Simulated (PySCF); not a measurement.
C2H3Br2Ga, SMILES [Ga]([Br])([Br])[CH]=C at its PBE0/def2-SVP optimised geometry (Å):

```
8

Ga     0.3662    -0.2682     0.0000
Br     2.6494    -0.2682     0.0000
Br    -0.6495    -2.3189    -0.0021
C     -0.6961     1.3475     0.0000
C     -2.0334     1.2933    -0.0094
H     -0.1880     2.3189     0.0068
H     -2.6494     2.2008    -0.0106
H     -2.5763     0.3410    -0.0165
```

Calculation: PBE0/def2-TZVP in PySCF 2.14.0. Cells within 0.4 Å of a nucleus heavier than hydrogen are left out (blank, or x).

Map of the log10 of the electron density (e/bohr³), floored at −4 on the plane z = 0.0 Å:

```
|000000000000000000000000000|
|000000000000000000000000000|
|000000000000000000000000000|
|000000000001111000000000000|
|000012222122332100000000000|
|000123443334443210000000000|
|001235655445665320000000000|
|001346776556775421111100000|
|001346777677775422222211000|
|0012467xx77xx75433333332100|
|0012457xx88xx76444455543210|
|001246777777776555566654320|
|001246776556677766677765321|
|00024566545579x96679x875421|
|0001344444457xx9767xx975421|
|000012333455689766788765421|
|000001234556666655667664320|
|000001235667766544555543210|
|000001245679976543444432100|
|00000124578xx76543223221000|
|00000124567x976532111110000|
|000001234667765432100000000|
|000000123456654321000000000|
|000000012344443210000000000|
|000000001223322100000000000|
|000000000111111000000000000|
|000000000000000000000000000|
```
Scale: ten equal steps from -4.00 (start of '0') to 0.378 (end of '9'), in the order '0123456789'; x runs from -5.00 to 5.00, y from -5.00 (bottom) to 5.00 (top).
